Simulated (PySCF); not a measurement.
PySCF 2.14 output of an unrestricted LDA calculation on a single atom or ion in aug-cc-pwCVTZ-X2C, with scalar relativity by spin-free X2C-1e:

```
SCF conv_tol = 1e-09
number electrons alpha = 19  beta = 18
    P. A. M. Dirac.,  Math. Proc. Cambridge Philos. Soc. 26, 376 (1930)
    F. Bloch.,  Z. Phys. 57, 545 (1929)
    S. H. Vosko, L. Wilk, and M. Nusair.,  Can. J. Phys. 58, 1200 (1980)
cycle= 1 E= -3174.84006883172  delta_E= -0.0156  |g|= 0.107  |ddm|= 0.503
cycle= 2 E= -3174.84086051979  delta_E= -0.000792  |g|= 0.0492  |ddm|= 0.128
cycle= 3 E= -3174.84106090018  delta_E= -0.0002  |g|= 0.00519  |ddm|= 0.0345
cycle= 4 E= -3174.84106788807  delta_E= -6.99e-06  |g|= 0.000403  |ddm|= 0.00619
cycle= 5 E= -3174.84106796824  delta_E= -8.02e-08  |g|= 1.74e-05  |ddm|= 0.000757
cycle= 6 E= -3174.84106796837  delta_E= -1.31e-10  |g|= 2.13e-06  |ddm|= 6e-05
converged SCF energy = -3174.84106796837  <S^2> = 0.75025767  2S+1 = 2.0002577
```

The run itself started from symmetry-adapted Hartree-Fock orbitals and held the occupation by maximum overlap, on a logarithmic radial grid, so the iterations belong to that start.

Problem. Which element, charge and spin multiplicity is this?

Solution. Sr⁺ (strontium, charge +1), multiplicity 2; the state was [Kr] 4d1, 2D determinant (an excited configuration).
